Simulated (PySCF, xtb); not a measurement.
Zn(Et)(OH) (C2H6OZn), SMILES [CH2](C)[Zn][OH].

GFN2-xTB (xtb 6.7.1) at its own geometry gives an orbital gap of 4.07 eV and a dipole moment of 1.96 D.

Geometry optimised at TPSSh-D3(BJ)/def2-SVP. The isomer is the one that the SMILES or the coordinates give; other isomers of the formula were not compared. Other conformers were not sampled.

**Question.** What does ωB97X/def2-TZVP (PySCF) give? (Estimate from the structure and the level; the computed values follow.)

**Answer.** gap 11.46 eV (levels -9.97 and 1.49 eV), dipole 1.95 D.
